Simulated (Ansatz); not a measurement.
Species: sum formula H3BO2 (charge 0, singlet). SMILES: OBO
Coordinates optimised at B3LYP-D3(BJ)/def2-TZVP (Ansatz, a first-principles code):
```
B
O 1 1.3567
H 2 0.9653 1 112.89
O 1 1.3670 2 119.37 3 0.00
H 4 0.9609 1 113.80 2 180.00
H 1 1.1934 2 118.36 3 180.00
```
Charge 0, spin multiplicity 1.

Atomisation energy built up term by term with Ansatz (kcal/mol; UHF references for open shells; valence terms freeze the core; atomic spin-orbit terms are left out). Basis-set limits of correlation are two-point, X^-3; Hartree-Fock from the larger set.

| term | basis | kcal/mol |
|---|---|---|
| Hartree-Fock | cc-pVQZ | 429.03 |
| CCSD correlation | CBS(cc-pVTZ,cc-pVQZ) | 147.60 |
| (T) | CBS(cc-pVTZ,cc-pVQZ) | 9.63 |
| core correlation | cc-pwCVTZ | 2.14 |
| scalar relativity (X2C) | cc-pVTZ-DK against cc-pVTZ | -0.64 |
| sum: De |  | 587.8 |

(T) makes 1.6 % of the CCSD(T) atomisation energy; under 5 % is typical of single-reference molecules.
